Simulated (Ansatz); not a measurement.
`N#CC[SiH3]` + `FC#[C][AlH2]` → `FC#C[SiH3]` + `N#C[CH2][AlH2]`  (redistribution)

Computed with Ansatz on PBE0-D4/def2-TZVP structures; ΔE is electronic, products minus reactants. CCSD(T)/CBS adds triple-zeta CCSD(T) − MP2 to the extrapolated MP2 energy (def2 sets, frozen cores). Functionals use def2-TZVPP. HSE06 is defined as in plane-wave codes.

| level | ΔE (eV) |
| --- | --- |
| B97M-V | 0.21 |
| HSE06-D4 | 0.18 |
| B2PLYP | 0.21 |
| PBE-QIDH | 0.21 |
| r2SCAN0 | 0.19 |
| LC-ωPBE | 0.20 |
| MP2/def2-SVP | 0.25 |
| CCSD/CBS(def2) | 0.23 |

Q: What does CCSD(T)/CBS give? (An estimate is asked.)

A: Computed: +0.22 eV. The listed levels differ from it by -0.01, -0.04, -0.01, -0.01, -0.03, -0.02, 0.03, 0.01 eV.

Q: What do rigid-rotor, harmonic-oscillator terms from PBE0-D4/def2-TZVP frequencies (298.15 K, 1 bar) make of the CCSD(T)/CBS value? (Estimate.)

A: Computed: ΔZPE = -0.02 eV, ΔH = +0.21 eV, ΔS = 5 J/(mol·K), ΔG = +0.20 eV. Modes under 50 cm⁻¹ make the entropy rough.

Largest T1 diagnostic among the species: 0.013.

In def2-TZVPP, CCSD(T) changes the Hartree–Fock value by −0.04 eV (the triples alone add −0.01 eV) and MP2 by −0.06 eV. Leaving LDA and LC-ωPBE aside and taking each functional with its dispersion term where it has one, the values, not all of them listed here, spread over 0.06 eV, from PBE-D4 to BHLYP-D4.
